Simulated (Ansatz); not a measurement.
`BOC[SiH](F)F` + BH₃ → `BB` + `OC[SiH](F)F`  (formal exchange of groups at a B–O bond)

Isolated molecules relaxed with PBE0-D4/def2-TZVP in Ansatz; ΔE leaves out vibrations. CBS: MP2 limit from def2 TZ/QZ plus the TZ coupled-cluster correction, frozen cores. This one scheme is used for every species. DFT in def2-TZVPP. B3LYP here is the variant with VWN-RPA as its local correlation; programs differ in this. Each species was taken in one conformer, which may not be the lowest.

`BOC[SiH](F)F`:

Z-matrix (Å, degrees):
```
C
O 1 1.423
Si 1 1.870 2 109.1
H 1 1.095 2 108.6 3 120.1
H 1 1.097 2 111.0 3 -121.8
B 2 1.343 1 122.3 3 116.1
F 3 1.588 1 108.0 2 -176.2
F 3 1.585 1 110.1 2 66.7
H 3 1.475 1 113.5 2 -54.9
H 6 1.195 2 116.6 1 -178.9
H 6 1.203 2 120.0 1 1.1
```

BH₃:

```xyz
4

B     0.000    0.000    0.000
H     0.244   -0.826   -0.826
H    -0.944    0.718   -0.135
H     0.700    0.109    0.961
```

`BB`:

Cartesian coordinates in Å:
```
B 0.597 0.360 0.419
B -0.596 -0.361 -0.419
H 1.356 -0.259 1.114
H 0.773 1.547 0.383
H -0.438 -0.762 -1.540
H -1.692 -0.526 0.044
```

`OC[SiH](F)F`:

```xyz
9

O    -0.254   -1.054    1.375
C    -0.449    0.202    0.745
Si    0.216    0.233   -1.000
F    -0.629   -0.713   -1.953
F     1.688   -0.374   -0.935
H     0.680   -1.279    1.334
H    -0.009    1.027    1.327
H    -1.528    0.385    0.730
H     0.285    1.572   -1.623
```

CCSD(T)/CBS gives +36.0 kcal/mol.

Another level gave +34.7 kcal/mol. Which?
A. B2PLYP/def2-TZVPP
B. SCS-MP2/def2-TZVPP
C. PBE-D4/def2-TZVPP
D. B3LYP/def2-TZVPP

D. B3LYP 34.7, PBE-D4 31.5, B2PLYP 36.5, SCS-MP2/def2-TZVPP 38.6 kcal/mol.

Largest T1 diagnostic among the species: 0.013.

The D4 term adds +0.7 kcal/mol with B3LYP and +0.5 kcal/mol with PBE0; it sums over pairs of atoms, weighted by their polarisabilities, and B3LYP, whose exchange is more repulsive, gets the larger term. From PBE to PBE0 (25 % exact exchange), in def2-TZVPP and without D4, ΔE moves by +1.2 kcal/mol.
